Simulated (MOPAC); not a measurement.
Input file for MOPAC: PM3 on CdF, 2S+1 = 2, a spin state set in the input, which need not be the lowest, a point of a bond scan (R = 2.052 Å).

```
PM3 1SCF PRECISE CHARGE=0 UHF MS=0.5 THREADS=1
CdF

Cd     0.00000000 1     0.00000000 1     0.00000000 1
F      0.00000000 1     0.00000000 1     2.05168700 1
```

Output:

```
*******************************************************************************
 **                                                                           **
 **                              MOPAC v23.2.5                                **
 **                                                                           **
 *******************************************************************************
 ** MOPAC's Digital Object Identifier: https://doi.org/10.5281/zenodo.6511958 **
 **                                                                           **
 ** Please cite the open-source release paper for use of this MOPAC version:  **
 ** J. E. Moussa and J. J. P. Stewart (2026)                                  **
 ** MOPAC: An open-source semiempirical molecular orbital program             **
 ** J. Open Source Softw., 11(119), 8025, https://doi.org/10.21105/joss.08025 **
 *******************************************************************************

                              PM3 CALCULATION RESULTS

 *******************************************************************************
 *  PM3        - The PM3 Hamiltonian to be used
 *  UHF        - UNRESTRICTED HARTREE-FOCK CALCULATION
 *
 *
 *
 *                 CHARGE ON SYSTEM = 0
 *
 *
 *
 *  MS=        - IN MECI, MAGNETIC COMPONENT OF SPIN =  0.5
 *  PRECISE    - TIGHTER CRITERIA TO BE USED
 *  1SCF       - DO 1 SCF AND THEN STOP
 *  THREADS=1  - MULTI-THREADING NOT USED
 *  T=         - A TIME OF 172800.0 SECONDS REQUESTED
 *  DUMP=N     - RESTART FILE WRITTEN EVERY 7200.0 SECONDS REQUESTED
 *******************************************************************************
PM3 1SCF PRECISE CHARGE=0 UHF MS=0.5 THREADS=1
 CdF

   ATOM   CHEMICAL          X               Y               Z
  NUMBER   SYMBOL      (ANGSTROMS)     (ANGSTROMS)     (ANGSTROMS)

     1      Cd          0.00000000  *   0.00000000  *   0.00000000  *
     2       F          0.00000000  *   0.00000000  *   2.05168700  *



          CARTESIAN COORDINATES

    NO.       ATOM           X           Y           Z

     1        Cd          0.0000      0.0000      0.0000
     2         F          0.0000      0.0000      2.0517

  F: (PM3): J. J. P. STEWART, J. COMP. CHEM. 10, 209 (1989).
 Cd: (PM3): J. J. P. STEWART, J. COMP. CHEM. 12, 320-341 (1991).

           Empirical Formula: Cd F  =     2 atoms



      MOLECULAR POINT GROUP   :   C*v


          UHF CALCULATION, NO. OF ALPHA ELECTRONS =    5
                           NO. OF BETA  ELECTRONS =    4

 -------------------------------------------------------------------------------
 PM3 1SCF PRECISE CHARGE=0 UHF MS=0.5 THREADS=1
 CdF



     1SCF WAS SPECIFIED, SO BFGS WAS NOT USED
     SCF FIELD WAS ACHIEVED


                              PM3 CALCULATION
                                                       MOPAC v23.2.5 Linux




          FINAL HEAT OF FORMATION =         24.98421 KCAL/MOL =     104.53393 KJ/MOL


          COSMO AREA              =         62.72 SQUARE ANGSTROMS
          COSMO VOLUME            =         42.96 CUBIC ANGSTROMS

          IONIZATION POTENTIAL    =          7.558470 EV
          ALPHA SOMO LUMO (EV)    =         -7.558 21.282
          BETA  SOMO LUMO (EV)    =        -10.483  0.810
          NO. OF ALPHA ELECTRONS  =          5
          NO. OF BETA  ELECTRONS  =          4
          MOLECULAR WEIGHT        =        131.4084         POINT GROUP:  C*v

          MOLECULAR DIMENSIONS (Angstroms)

            Atom       Atom       Distance
            F     2   Cd     1     2.05169
            F     2   Cd     1     0.00000
           Cd     1    F     2     0.00000


          SCF CALCULATIONS        =          1





   ATOM   CHEMICAL          X               Y               Z
  NUMBER   SYMBOL      (ANGSTROMS)     (ANGSTROMS)     (ANGSTROMS)

     1      Cd          0.00000000  *   0.00000000  *   0.00000000  *
     2       F          0.00000000  *   0.00000000  *   2.05168700  *

                             CARTESIAN COORDINATES

   1   Cd        0.000000000     0.000000000     0.000000000
   2    F        0.000000000     0.000000000     2.051687000


           Empirical Formula: Cd F  =     2 atoms



      MOLECULAR POINT GROUP   :   C*v


          ALPHA EIGENVALUES
 -15.71684 -11.24592 -10.61915 -10.61915  -7.55847  21.28178  21.28178  22.01940


           BETA EIGENVALUES
 -14.64092 -10.52392 -10.52392 -10.48287   0.80973  22.50637  22.50637  23.45346


              NET ATOMIC CHARGES AND DIPOLE CONTRIBUTIONS

  ATOM NO.   TYPE          CHARGE      No. of ELECS.   s-Pop       p-Pop
    1         Cd           0.699448        1.3006     1.25532     0.04523
    2          F          -0.699448        7.6994     1.89320     5.80625
 DIPOLE           X         Y         Z       TOTAL
 POINT-CHG.     0.000     0.000    -6.893     6.893
 HYBRID        -0.000     0.000    -0.264     0.264
 SUM           -0.000     0.000    -7.157     7.157


          ATOMIC ORBITAL ELECTRON POPULATIONS

     Atom    s        px        py        pz
    1 Cd   1.25532   0.00254   0.00254   0.04014
    2  F   1.89320   1.99746   1.99746   1.81134


                    (SZ)    =    0.500000
                    (S**2)  =    0.751135


          ATOMIC ORBITAL SPIN POPULATIONS

    Atom   Total    s     px     py     pz
         Atomic
    1 Cd  0.7456  0.738 -0.000 -0.000  0.008
    2  F  0.2544  0.088  0.000  0.000  0.167

 **********************
 *                    *
 * JOB ENDED NORMALLY *
 *                    *
 **********************




 == MOPAC DONE ==
```

The run finished.

Cost: very roughly 0.020 core-seconds.
